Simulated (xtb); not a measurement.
disiloxane (H$_{6}$OSi$_{2}$), singlet, geometry from GFN2-xTB, atoms displaced at random by about 0.05 Å a coordinate. Base run: xtb with GFN1-xTB.

The xtb input:
```
$ xtb mol.xyz --gfn 1 --opt --json

# file mol.xyz
9

Si     1.58938165    -0.23266336     0.06403776
O     -0.00024021    -0.01304873    -0.02887008
Si    -1.56626827     0.31310622    -0.18375719
H      1.98140435    -0.94081608    -1.24397021
H      2.20585702     0.96636178     0.32283620
H      1.74740530    -1.16865351     1.18638819
H     -2.21907261    -0.44555134     1.08420140
H     -2.00991719    -0.17311306    -1.36900980
H     -1.80720056     1.75602525     0.19829830
```

Each row names what was changed in the base input (with any setting that the change needs).

| change | ΔE vs base (kcal/mol) | optimiser steps |
|---|---|---|
| base | 0.000 | 8 |
| opt level = lax | 0.002 | 7 |
| alpb = dmso | -0.74 | 8 |
| alpb = methanol | -0.65 | 8 |
| engine = lbfgs | 0.001 | - |
| opt level = sloppy | 0.006 | 6 |
| engine = inertial | 0.010 | - |
| opt level = tight | -0.005 | 11 |
| opt level = vtight | -0.005 | 12 |
| opt level = extreme | -0.005 | 13 |
